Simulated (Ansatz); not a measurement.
Relaxation of H5O3Sn (9 atoms, charge 0, multiplicity 2), to a largest force component of 0.03 eV/Å in at most 50 steps.

These are results of UHF/def2-SVP (Ansatz), not measurements.

```xyz
9
Properties=species:S:1:pos:R:3:forces:R:3
Sn -0.167 0.539 0.043 0.01 0.07 -0.20
H -0.001 0.109 2.954 0.28 -1.33 0.06
H 1.459 0.123 -0.357 0.05 -0.01 0.02
O -0.938 1.490 -1.498 0.03 0.01 0.01
H -1.725 1.087 -1.831 -0.09 0.02 -0.09
O -1.330 -1.053 0.036 0.04 -0.01 0.09
H -1.121 -1.663 0.727 -0.06 -0.06 -0.03
O 0.194 -0.828 2.800 -0.29 1.28 0.15
H -0.349 -1.303 3.414 0.03 0.03 -0.01
```

**Question.** Where does it end, and by what steps?

**Answer.** The forces met the threshold. After 24 steps the energy has fallen by 0.194 eV; H9 moved furthest, 1.16 Å.

| step | energy less start (eV) | largest force component (eV/Å) | accepted |
| --- | --- | --- | --- |
| 0 | 0.0000 | 1.329 | yes |
| 1 | -0.0358 | 1.502 | yes |
| 2 | -0.0786 | 0.829 | yes |
| 3 | 0.0482 | 3.734 | no |
| 4 | -0.1013 | 0.229 | yes |
| 5 | -0.1072 | 0.256 | yes |
| 6 | -0.1178 | 0.400 | yes |
| 7 | -0.1347 | 0.276 | yes |
| 8 | -0.1026 | 1.853 | no |
| 9 | -0.1476 | 0.170 | yes |
| 10 | -0.1577 | 0.139 | yes |
| 11 | -0.1618 | 0.088 | yes |
| 12 | -0.1736 | 0.248 | yes |
| 13 | -0.1490 | 1.324 | no |
| 14 | -0.1807 | 0.076 | yes |
| 15 | -0.1841 | 0.063 | yes |
| 16 | -0.1803 | 0.549 | no |
| 17 | -0.1865 | 0.106 | yes |
| 18 | -0.1897 | 0.042 | yes |
| 19 | -0.1910 | 0.233 | yes |
| 20 | -0.1908 | 0.252 | no |
| 21 | -0.1930 | 0.069 | yes |
| 22 | -0.1937 | 0.050 | yes |
| 23 | -0.1937 | 0.121 | no |
| 24 | -0.1939 | 0.006 | yes |

```xyz
9
Properties=species:S:1:pos:R:3
Sn -0.291 0.707 -0.045
H -0.254 -0.435 3.626
H 1.325 0.086 -0.077
O -0.714 1.251 -1.891
H -1.532 0.925 -2.237
O -1.606 -0.741 0.196
H -1.556 -1.152 1.046
O -0.043 -0.779 2.771
H 0.693 -1.360 2.898
```

Time of the run: 41 s on 2 threads of Arm Neoverse V1 (shared host), peak memory 0.23 GiB.
